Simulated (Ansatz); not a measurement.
Input for Ansatz (a first-principles code): R-wB97M-V/def2-TZVPP on H3NOSn (SMILES [NH2][Sn][OH]), a point of a torsion scan. Elements past Kr take the def2 small-core potentials; no spin–orbit coupling.

Ansatz 0.2 input:
```yaml
crystal:
  periodic: [false, false, false]
  atoms:
    - {symbol: N, position_ang: [-1.08364027, -0.04835984, 0.24997157]}
    - {symbol: Sn, position_ang: [0.26634011, -1.50890955, 0.83546041]}
    - {symbol: O, position_ang: [1.72800781, -1.08892338, -0.51730467]}
    - {symbol: H, position_ang: [-2.08992984, -0.11354525, 0.32666332]}
    - {symbol: H, position_ang: [-0.89473309, 0.61322273, -0.49305295]}
    - {symbol: H, position_ang: [1.67927325, -0.41100997, -1.18675590]}
basis:
  gaussian:
    orbitals: def2-TZVPP
hamiltonian:
  xc: {name: wB97M-V}
scf: {lower_state_search: off}
```

Problem. Give the final energy of this run.

Solution. -346.0925 hartree.

Problem. How many basis functions does it have, and what does it roughly cost on one machine?

Solution. 154 functions; very roughly 6 core-seconds.
